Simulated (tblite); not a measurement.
Task: Write a Z-matrix for `FC1=CC=C([S-])O1` as optimised with GFN2-xTB. (Charge -1.)

Result: 
Z-matrix in Å and degrees, rows numbered from 1:
```
F 
C   1  1.3567
C   2  1.3524  1  130.26
C   3  1.4166  2  104.95  1   179.97
C   4  1.3814  3  107.34  2    -0.01
S   5  1.6790  4  131.10  3  -179.97
O   2  1.3449  1  116.64  3   179.95
H   3  1.0730  2  126.87  1    -0.01
H   4  1.0713  3  127.16  2   179.99
```

C5 (substituted aromatic carbon) is planar (angles 131.1°, 120.1° and 108.8°, sum 360.0°, 0.00 Å off the plane of its three neighbours). The 2 C–O bonds span 1.345 Å (C2–O7, aromatic) to 1.385 Å (C5–O7, aromatic), a spread of 0.040 Å. C2 (aromatic C–F carbon) is planar (angles 130.3°, 116.6° and 113.1°, sum 360.0°, 0.00 Å off the plane of its three neighbours). The 7 heavy atoms lie in one plane (0.000 Å rms).

The geometry is computed with GFN2-xTB (gas phase).

Point group: Cs (every atom within 0.08 Å of its image). Its GFN2-xTB frequencies are all real (lowest 176 cm⁻¹).

Hardware: x86-64 server, one thread, no GPU, shared host. This is the geometry optimisation.
